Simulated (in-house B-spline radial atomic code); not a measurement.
Values are calculated unless marked as measured or tabulated.
# Stopping and range of 200 keV Si in InSb

The pair potential comes from two frozen, spherical free-atom densities (PBE, B-spline radial code, scalar-relativistic past argon): electrostatics plus the change in Thomas-Fermi kinetic and Dirac exchange energy where they overlap, the recipe behind the universal ZBL potential, which averages such potentials (from solid-state densities) over many pairs. It is written V = (Z1 Z2 e²/r) φ(r/a), with e² = 14.3996 eV·Å and a = 0.46850 Å/(Z1^0.23 + Z2^0.23); ZBL's fit is φ = 0.18175 e^(−3.1998x) + 0.50986 e^(−0.94229x) + 0.28022 e^(−0.4029x) + 0.02817 e^(−0.20162x). Where φ falls below 4e-4 it is continued as an exponential.

The target is taken as amorphous, with density 5.77 g/cm³ (NSM archive of the Ioffe Institute); channelling is ignored. Masses: Si 28.09, In 114.82, Sb 121.76 u. Nuclear stopping is S_n = 4π a Z1 Z2 e² M1/(M1 + M2) × s_n(ε), with s_n integrated over impact parameters for each pair. Electronic stopping is Lindhard and Scharff's S_e = Z1^(1/6) 8π e² a0 Z1 Z2/(Z1^(2/3) + Z2^(2/3))^(3/2) × v/v0, with a0 = 0.529177 Å and v = v0 at 24.801 keV/u; it misses the oscillations with Z1 seen in experiment, which reach tens of per cent. Compounds add by atom fraction.

| target atom | a (Å) | ε at this energy | s_n, this pair | s_n, ZBL potential |
| --- | --- | --- | --- | --- |
| In | 0.10940 | 1.78 | 0.2724 | 0.2691 |
| Sb | 0.10882 | 1.72 | 0.2746 | 0.2719 |

(1) What are the atom density and the stopping powers at entry?

Along the track:

| E (keV) | N S_n (eV/nm) | N S_e (eV/nm) |
| --- | --- | --- |
| 10 | 250 | 85.8 |
| 30 | 278 | 149 |
| 60 | 271 | 210 |
| 100 | 253 | 271 |
| 150 | 231 | 332 |
| 200 | 213 | 384 |

(2) Estimate the path length and the projected range.

Answers

(1) N = 5.77 × 0.602214/118.29 = 0.02938 atoms/Å³. For In: S_n = 2669 × 0.2724 = 727.2 eV·Å², S_e = 2.9047 × √200000 = 1299 eV·Å². For Sb: S_n = 2636 × 0.2746 = 723.7 eV·Å², S_e = 2.9397 × √200000 = 1315 eV·Å². Averaged over the target's atoms (half each) and times N × 10 Å/nm, the ion loses N S_n = 213 eV/nm to recoils and N S_e = 384 eV/nm to electrons; the nuclear share is 36 %.

(2) With continuous slowing down the path is the integral of dE/(N (S_n + S_e)). Trapezoids over the table give 377 nm, and the stretch below the first row, with stopping taken as √E, adds 2E/(N S) = 60 nm: 437 nm in all, against 421 nm on a fine grid from 5 eV. Deflections shorten the depth: to first order in the energy passed on, N (S_n + S_e) dR_p/dE = 1 − N S_n (M2/M1) R_p/(2E), summed over the target's atoms, and integrating this on the fine grid gives R_p = 191 nm, 0.45 of the path. Lindhard's rule of thumb R/(1 + M2/3M1), with mean M2/M1 = 4.21, gives 175 nm; it is meant for M2/M1 below about 2. On the ZBL potential the same equation gives 193 nm, and the full integral equation, which keeps hard collisions, 203 nm.
